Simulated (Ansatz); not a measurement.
A CCSD(T) single point on CH5InO3, SMILES `C[O][In]([OH])[OH]`.

```yaml
crystal:
  periodic: [false, false, false]
  atoms:
    - {symbol: C, position_ang: [-1.363742, -1.344846, -0.245373]}
    - {symbol: O, position_ang: [-0.022386, -1.022595, -0.526602]}
    - {symbol: In, position_ang: [0.802211, 0.662589, 0.077215]}
    - {symbol: O, position_ang: [2.689958, 1.031357, -0.363323]}
    - {symbol: O, position_ang: [-0.249190, 1.971269, 1.113676]}
    - {symbol: H, position_ang: [-2.071820, -0.625760, -0.676069]}
    - {symbol: H, position_ang: [-1.575028, -2.325031, -0.685218]}
    - {symbol: H, position_ang: [-1.567413, -1.410694, 0.830798]}
    - {symbol: H, position_ang: [3.087150, 0.317697, -0.869434]}
    - {symbol: H, position_ang: [0.270261, 2.746024, 1.344319]}
basis:
  gaussian: {orbitals: def2-TZVPP}
correlation: {method: ccsd_t}
```

```sh
$ ansatz run in.yaml --threads 2 --pin off --events-out ev --progress --plain --max-ram 22528MiB --backend cuda --devices 0, --max-vram 18GiB
```

The program prints (abridged):

```
Functional definition: HF
1671 factors; integrals over basis functions are off by at most 1.1e-3 eV
mean field evaluation 1: about -12366.6390 eV, gradient 6.2e1 eV
mean field evaluation 2: about -12366.7699 eV, gradient 6.2e1 eV
mean field evaluation 4: about -12373.5325 eV, gradient 3.4e0 eV
mean field evaluation 8: about -12373.5857 eV, gradient 2.2e-1 eV
mean field -12373.58592868 eV, -454.7208957610 hartree, gradient 2.1e-6 eV, S^2 0.000000; 0 other end points of the search recorded, 0 dependent functions left out
8 core orbitals not correlated: weight in the atoms' cores, before any rotation towards them, 1.000 or more for the frozen orbitals, at most 0.000 for the correlated occupied ones
reference -12373.58592868 eV, -454.7208957610 hartree; 20, 20 occupied and 216, 216 virtual orbitals, 1671 factors
second order -32.35732212 eV of doubles, -0.00000000 eV of singles
cycle   1  -31.52523182 eV  change    8.3e-1 eV  update   1.5e-1
cycle   2  -32.31365237 eV  change   -7.9e-1 eV  update   4.8e-2
cycle   3  -32.52620223 eV  change   -2.1e-1 eV  update   2.8e-2
cycle   4  -32.51096472 eV  change    1.5e-2 eV  update   8.8e-3
cycle   5  -32.50318196 eV  change    7.8e-3 eV  update   4.1e-3
cycle   6  -32.50563787 eV  change   -2.5e-3 eV  update   1.5e-3
cycle   7  -32.50527947 eV  change    3.6e-4 eV  update   5.8e-4
cycle   8  -32.50494706 eV  change    3.3e-4 eV  update   2.0e-4
cycle   9  -32.50505079 eV  change   -1.0e-4 eV  update   1.0e-4
cycle  10  -32.50511462 eV  change   -6.4e-5 eV  update   3.7e-5
cycle  11  -32.50507227 eV  change    4.2e-5 eV  update   1.8e-5
perturbative correction -1.18965635 eV, -0.0437190646 hartree
Total energy: -12407.28065730 eV, -455.9591541988 hartree
```

Run time 7 s (2 threads of an AMD EPYC 7R13 on a shared host and a share of an NVIDIA H100 80 GB); peak host memory 0.85 GiB.

MP2 recovers 96.0 % of the CCSD(T) correlation energy and the triples give 3.5 %; T1 = 0.0170.
